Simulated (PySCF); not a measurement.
Gas-phase reaction: 3 CH₃GeH₃ + C₃H₆ (propylene) ⇌ 3 GeH₂ + 6 CH₃

Method: PySCF energies plus ideal-gas RRHO corrections (1 bar). † marks an energy on the PBE0/def2-TZVP geometry and frequencies; other levels use their own. CCSD(T) freezes the core. 6-31G* has spherical d functions here. Open shells (unrestricted): CH₃ (multiplicity 2); the rest are closed-shell singlets. B3LYP is the form with VWN-RPA correlation. Ge: all electrons, no relativistic terms. GeH₂: computed as isolated molecules; such fragments, hydroxides, amides, oligomers or adducts are transient or little studied in the gas. CCSD(T) isn't extrapolated to the basis-set limit.

```
level              ΔH°(298 K), kJ
-----------------  --------------
B3LYP/6-31G*                    …
B3LYP/def2-TZVP†                …
CCSD(T)/def2-SVP†            1468
HF/def2-TZVP†                   …
M06-2X/def2-TZVP†            1504
PBE/def2-TZVP†               1486
PBE0/def2-QZVP†              1481
```

Fill in the missing entries.


- B3LYP/6-31G*, ΔH°(298 K), kJ: 1392
- B3LYP/def2-TZVP†, ΔH°(298 K), kJ: 1379
- HF/def2-TZVP†, ΔH°(298 K), kJ: 1051
